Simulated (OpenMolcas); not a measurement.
Au5+ (d6) among equal point charges was computed by CASSCF with the d shell active (OpenMolcas, ANO-RCC-VDZP on the metal). Its lowest spin-free states, and all those of the highest spin:

```tsv
2S+1	Degeneracy	E (cm-1)
5	1	0.0
5	2	971.0
5	1	4497
5	1	6368
3	1	18600
3	2	18883
3	2	20836
3	1	20916
3	2	22257
3	1	22452
3	1	23968
3	1	24432
```

Question: Is the site octahedral, tetrahedral or cube-like, axial, or of lower symmetry?

Answer: The states with 2S+1 = 5 have orbital degeneracies 1, 2, 1, 1. There are pairs but no triples, so the site is axial: not cubic, but with a proper or improper axis of order three or more. The run had Au5+ among 6 point charges of -1.7 e arranged as a tetragonal octahedron (D4h), 2.12 Å from the ion, with the axial distance 2.035 Å.

Spin-orbit coupling mixes the spin-free states strongly: the lowest level takes only 51 % from its leading state, 5B2. Without dynamic correlation the repulsion within the d shell is too large (B by tens of per cent), so at a given field states of lower spin stand too high. Point charges give a weaker field than real ligands, and real ions of this kind are as a rule low spin; the high spin found here belongs to the model. This is an electrostatic model: the charges have no orbitals. No measured value stands beside these numbers.
